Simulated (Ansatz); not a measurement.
The first iterations of a band of Cl₂GaH₃O (7 atoms, charge 0, multiplicity 1).

Theory: Ansatz 0.2.0, RKS revPBE/def2-SVP.

| Property | Result |
| --- | --- |
| movable images | 9 |
| climbing image | yes |
| spring | 5.0 eV/Å² |
| optimiser | quadratic models (default) |
| start path | through a guess of the saddle point |
| force threshold | 0.05 eV/Å |
| iteration limit | 60 |
| end points | relaxed |

Image 0:

```xyz
7
Properties=species:S:1:pos:R:3
Ga 0.112 0.105 0.142
H 0.051 0.807 1.545
Cl 1.880 0.244 -1.130
Cl -1.777 -0.254 -0.968
O 0.143 -2.003 0.722
H -0.645 -2.316 0.223
H -0.092 -2.129 1.663
```

Image 10:

```xyz
7
Properties=species:S:1:pos:R:3
Ga 0.094 -0.550 -1.045
H -0.136 -0.552 3.420
Cl 1.907 0.370 -1.738
Cl -1.829 0.041 -1.836
O 0.225 -1.831 0.214
H -0.656 -2.184 0.443
H 0.067 -0.841 2.739
```

| iteration | highest image above the first end (eV) | largest band force component (eV/Å) |
| --- | --- | --- |
| 1 | 2.289 | 5.930 |
| 2 | 1.534 | 2.092 |
| 3 | 1.270 | 1.747 |
| 4 | 1.559 | 1.818 |
| 5 | 1.273 | 0.904 |

Q: Does the band converge within its limit, and where does its top end?

A: The run converged. It ended after 15 iterations with the highest image 1.264 eV above the first end. A vibrational analysis at the climbing image gives one clearly imaginary mode, 1089i cm⁻¹: a first-order saddle point. The orbitals stay closed-shell, which can raise the energy where a bond breaks towards radicals; this wasn't checked here.

The run took 2.6 min on 2 threads of Intel(R) Xeon(R) Platinum 8488C (Sapphire Rapids), with other jobs on the host, peak memory 0.16 GiB.
